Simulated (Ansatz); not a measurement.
Ansatz (a quantum-chemistry and plane-wave program) input (PBE/STO-3G):

Ansatz 0.2 input:
```yaml
crystal:
  periodic: [false, false, false]
  atoms:
    - {symbol: Be, position_ang: [-0.00000000, -0.00000000, -1.33525800]}
    - {symbol: H, position_ang: [-0.00000000, -0.00000000, -2.65794000]}
    - {symbol: Cl, position_ang: [0.00000000, 0.00000000, 0.47052800]}
basis:
  gaussian:
    orbitals: STO-3G
hamiltonian:
  xc: {name: PBE}
output: {forces: true}
```

Output:

```
Functional definition: PBE
integrals: 0.00 GiB planned
161 factors; integrals over basis functions are off by at most 1.7e-3 eV
mean field: 0.04 GiB planned
mean field evaluation 1: about -12793.4403 eV, gradient 6.7e0 eV
mean field evaluation 2: about -12793.2802 eV, gradient 9.1e0 eV
mean field evaluation 4: about -12793.6543 eV, gradient 1.1e0 eV
mean field evaluation 8: about -12793.6348 eV, gradient 1.2e-2 eV
a density is far from that of the atoms, so the factors are made again for it
172 factors; integrals over basis functions are off by at most 4.2e-5 eV
mean field: 0.04 GiB planned
mean field evaluation 16: about -12793.6346 eV, gradient 5.6e-4 eV
mean field -12793.63464928 eV, -470.1574015238 hartree, gradient 1.9e-5 eV, S^2 0.000000; 0 other end points of the search recorded, 0 dependent functions left out
the calculation of the forces begins
reference -12793.63467173 eV, -470.1574023491 hartree; 11, 11 occupied and 4, 4 virtual orbitals, 172 factors
Total energy: -12793.63467173 eV, -470.1574023491 hartree
Atom 0 at    -0.000000    -0.000000    -1.335258 Å, force    -0.000000    -0.000000     0.149114 eV/Å
Atom 1 at    -0.000000    -0.000000    -2.657940 Å, force     0.000000     0.000000     0.261563 eV/Å
Atom 2 at     0.000000     0.000000     0.470528 Å, force     0.000000     0.000000    -0.410678 eV/Å
Dipole moment:    -0.000000     0.000000    -0.048077 e Å
```

The geometry given is a B3LYP-D3(BJ)/def2-TZVP minimum.
